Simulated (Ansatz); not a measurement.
Cost and result up the ladder for Si(OMe)Me3 (C₄H₁₂OSi) (18 atoms). Charge 0, multiplicity 1. Geometry: r2SCAN-D4/def2-SVP.

```xyz
18

Si   -0.196   -0.317    0.013
O    -0.713    1.191   -0.519
C     0.092    2.340   -0.537
H     0.447    2.622    0.474
H    -0.497    3.183   -0.932
H     0.983    2.220   -1.186
C     0.338   -0.209    1.811
H    -0.475    0.182    2.444
H     1.213    0.449    1.944
H     0.617   -1.203    2.201
C     1.239   -0.911   -1.045
H     0.959   -0.942   -2.111
H     1.553   -1.926   -0.751
H     2.121   -0.257   -0.948
C    -1.682   -1.430   -0.182
H    -2.012   -1.463   -1.233
H    -2.528   -1.066    0.422
H    -1.458   -2.462    0.135
```

Ansatz; hardware A = 2 threads of AMD EPYC 7R13 on a shared host; B = 2 threads of AMD EPYC 7R13 on a shared host and a share (18 GiB) of an NVIDIA H100 80GB HBM3. Times are rough, and most runs start from the orbitals of an earlier one. CAM-B3LYP-D4/def2-TZVP serves as the yardstick here, not as an exact answer. Differences are given only for rows in sets of like size (and for xTB, whose basis is part of the method), since another set adds its own error. Binding counts from free atoms at the same level (Si triplet, O triplet, C triplet, H doublet; other spins of the atoms weren't run), without zero-point energy or a counterpoise term.

B3LYP takes the VWN-RPA correlation. Correlated methods freeze 10 core orbitals. The rows differ in basis, and correlated rows in double-zeta sets carry the largest basis error.

Correlated methods converge slowly with the basis, most of all in double-zeta sets.

```csv
level,functions,binding energy per atom (eV),difference from CAM-B3LYP-D4/def2-TZVP (eV)
r2SCAN-D4/def2-TZVP [A],264,4.00,-0.01
PBE0-D4/def2-SVP [A],148,4.01,–
PBE0-D4/def2-TZVP (with forces) [A],264,4.00,-0.01
MP2/def2-TZVP [A],264,3.89,-0.12
HF/6-31G [A],82,2.81,–
PBE-D4/def2-TZVP [A],264,4.04,0.03
CAM-B3LYP-D4/def2-TZVP [A],264,4.01,0.00
revPBE-D4/def2-TZVP [A],264,3.96,-0.05
CCSD(T)/def2-SVP [B],148,3.81,–
PBE-D4/def2-SVP [A],148,4.05,–
B3LYP-D4/6-31G [A],82,3.86,–
r2SCAN0-D4/def2-TZVP [A],264,3.96,-0.05
HF/STO-3G [A],46,3.74,–
```

Q: Estimate how long each takes.

A: HF/STO-3G [A] 0.25 s; HF/6-31G [A] 0.7 s; B3LYP-D4/6-31G [A] 1.9 s; PBE-D4/def2-SVP [A] 1.9 s; PBE0-D4/def2-SVP [A] 2.7 s; revPBE-D4/def2-TZVP [A] 3.7 s; PBE-D4/def2-TZVP [A] 3.8 s; CAM-B3LYP-D4/def2-TZVP [A] 6.5 s; MP2/def2-TZVP [A] 6.5 s; r2SCAN-D4/def2-TZVP [A] 6.5 s; r2SCAN0-D4/def2-TZVP [A] 8.5 s; PBE0-D4/def2-TZVP (with forces) [A] 9.5 s; CCSD(T)/def2-SVP [B] 14 s. On shared hardware such times vary by a factor of up to 3.
